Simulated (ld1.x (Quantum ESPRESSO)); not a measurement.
# Ga (Z = 31), TM: configuration errors across variants

```
Element                 : gallium (Ga)
Generator               : ld1.x (Quantum ESPRESSO) 7.5
Type                    : norm-conserving Troullier–Martins (Kleinman–Bylander form)
Functional              : PBE
Relativity              : scalar-relativistic
Frozen core             : [Ar] 3d10
Valence charge          : 3
Reference configuration : 4s2 4p1
Partial waves           : 4s (bound): rc 2.05 bohr; 4p (bound): rc 1.95 bohr
Local potential         : all-electron potential smoothed inside 1.80 bohr (lloc = -1)
Core correction         : a·sin(br)/r model core, default radius (core density twice the valence density)
```

All-electron excitation energies from the reference (eV): (1) 4s2 4p0 5.688; (2) 4s1 4p0 26.816; (3) 4s2 4p0.5 2.030; (4) 4s2 4p1.3 -0.534; (5) 4s1 4p2 6.538; (6) 4s1 4p1 13.060; (7) 4s0 4p3 13.371.

A true bound ghost makes a file unfit for plane-wave use even where its test errors are small: the radial tests pick states by their node count and pass the ghost by.

Errors AE − PS in meV (a dash: test not solved or not reliable):

| change | (1) | (2) | (3) | (4) | (5) | (6) | (7) | bound ghosts |
| --- | --- | --- | --- | --- | --- | --- | --- | --- |
| base | -11 | -169 | -1.6 | -0.1 | -19 | -47 | -75 | none |
| wave 4p (bound): rc 1.95 bohr becomes 4p (bound): rc 1.26 bohr | -10 | -173 | -1.4 | -0.1 | -14 | -44 | -52 | p |
| wave 4p (bound): rc 1.95 bohr becomes 4p (bound): rc 1.60 bohr | -11 | -170 | -1.6 | -0.1 | -17 | -46 | -66 | none |
| wave 4p (bound): rc 1.95 bohr becomes 4p (bound): rc 2.20 bohr | -11 | -169 | -1.6 | -0.1 | -19 | -47 | -75 | none |
| wave 4p (bound): rc 1.95 bohr becomes 4p (bound): rc 2.62 bohr | -11 | -174 | -1.7 | -0.1 | -16 | -45 | -60 | none |
| wave 4p (bound): rc 1.95 bohr becomes 4p (bound): rc 2.90 bohr | -12 | -179 | -1.8 | -0.1 | -13 | -42 | -47 | none |

Give the same row for: wave 4p (bound): rc 1.95 bohr becomes 4p (bound): rc 2.02 bohr.

-11, -169, -1.6, -0.1, -19, -47, -76; bound ghosts: none.
